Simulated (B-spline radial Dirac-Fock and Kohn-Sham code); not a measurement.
Method: the Dirac equation of a negative muon with reduced mass in the field of a spherical finite nucleus, with the Uehling potential to all orders; nuclear polarisation, deformation, hyperfine structure, self-energy, higher-order vacuum polarisation, relativistic recoil and electron screening are left out. Computed with a B-spline atomic structure program. The nuclear charge is a Fermi distribution (skin thickness 2.3 fm).

Q: A muonic atom of atomic mass 157.92 u emits these computed lines: 2p3/2 → 1s1/2 4600 keV, 3d5/2 → 2p3/2 1583 keV, 4f7/2 → 3d5/2 568.2 keV, 5g9/2 → 4f7/2 261.6 keV. Which element is it, and what rms charge radius was used?

A: Gadolinium (Z = 64, nuclide ¹⁵⁸Gd); the high transitions hardly feel the nucleus and fix Z. The 2p → 1s line lies 4703 keV below the value for a point nucleus without QED, which for this nuclear model gives a radius near 5.16 fm (5.1569 fm was used).
